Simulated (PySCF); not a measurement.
Species: C₅H₃FNS (doublet state).
SMILES with atom numbers: `[N:1]#[C:2][C:3]1=[C:4]([F:5])[CH:6][CH2:7][S:8]1` (hydrogens: H9 on C6; H10, H11 on C7)

Theory: PySCF 2.14.0, UKS B3LYP, pcH-1 on C F H N S, non-relativistic, mean-field spin-orbit, GIAO. Geometry: GFN2-xTB; no solvent, vibrations or thermal averaging. A GFN2-xTB geometry isn't a minimum of the functional, and hyperfine couplings can be far from their values at a DFT geometry.

**Question.** What are Nα, Nβ and the exact ⟨S²⟩?

**Answer.** 65 electrons with 2S = 1: 33 α and 32 β; S(S+1) = 0.75.

Mulliken spin populations, one withheld:

| atom | bound to | population |
| --- | --- | --- |
| N1 | C2 | +0.2387 |
| C2 | N1, C3 | -0.1240 |
| C3 | C2, C4, S8 | ? |
| C4 | C3, F5, C6 | -0.1595 |
| F5 | C4 | -0.0083 |
| C6 | C4, C7, H9 | +0.3874 |
| C7 | C6, S8, H10, H11 | -0.0469 |
| S8 | C7, C3 | +0.1875 |
| H9 | C6 | -0.0171 |
| H10 | C7 | +0.0343 |
| H11 | C7 | +0.0343 |

**Question.** What does C3 hold?

**Answer.** 1 − (0.5264) gives +0.474, since all populations sum to 2S.

**Question.** Sum the populations by element and by sign.

**Answer.** Carbon +0.53, nitrogen +0.24, sulfur +0.19, hydrogen +0.05, fluorine -0.01. The positive populations sum to 1.36, the negative ones to -0.36.

**Question.** The run gives ⟨S²⟩ = 0.7697. What does that say of the overlap of α and β orbitals, and of the weight of higher spin?

**Answer.** For a single determinant ⟨S²⟩ = S(S+1) + Nβ − Σ|⟨iα|jβ⟩|², so the squared overlaps of occupied orbitals sum to 32 − 0.0197 = 31.9803. If the quartet state (S + 1) were the only admixture, its weight would be 0.0197/(2S + 2) = 0.66 %. For Kohn–Sham this describes the determinant of the orbitals, not the true wave function.

**Question.** What Fermi-contact NMR shifts do the couplings of N1, C2, C3, C4, F5, C6, C7 imply at 298 K (Curie law, g = gₑ)?

**Answer.** δ = a_FC·h·gₑ μB S(S+1)/(3 g_N μN kT), with k/h = 20836.6 MHz/K:

```json
{"nuclei": "N1", "isotope": "14N", "a_FC (MHz)": "5.71", "g_N": "0.4038", "contact shift (ppm)": "+2093"}
{"nuclei": "C2", "isotope": "13C", "a_FC (MHz)": "-39.56", "g_N": "1.4048", "contact shift (ppm)": "-4168"}
{"nuclei": "C3", "isotope": "13C", "a_FC (MHz)": "49.30", "g_N": "1.4048", "contact shift (ppm)": "+5194"}
{"nuclei": "C4", "isotope": "13C", "a_FC (MHz)": "-41.29", "g_N": "1.4048", "contact shift (ppm)": "-4351"}
{"nuclei": "F5", "isotope": "19F", "a_FC (MHz)": "-24.62", "g_N": "5.2577", "contact shift (ppm)": "-693"}
{"nuclei": "C6", "isotope": "13C", "a_FC (MHz)": "32.49", "g_N": "1.4048", "contact shift (ppm)": "+3423"}
{"nuclei": "C7", "isotope": "13C", "a_FC (MHz)": "-20.81", "g_N": "1.4048", "contact shift (ppm)": "-2193"}
```

The shifts go as 1/T: at 348 K they are 0.856 times these.

β density exceeds α density at some nuclei, such as C4 (-0.0367), C2 (-0.0352) and C7 (-0.0185), spin density in bohr⁻³. In a single determinant that takes different orbitals for the two spins, that is spin polarisation.

The SMILES `N#CC1=C(F)[CH]CS1` draws the unpaired electron on C6, whose computed spin population is only +0.39.
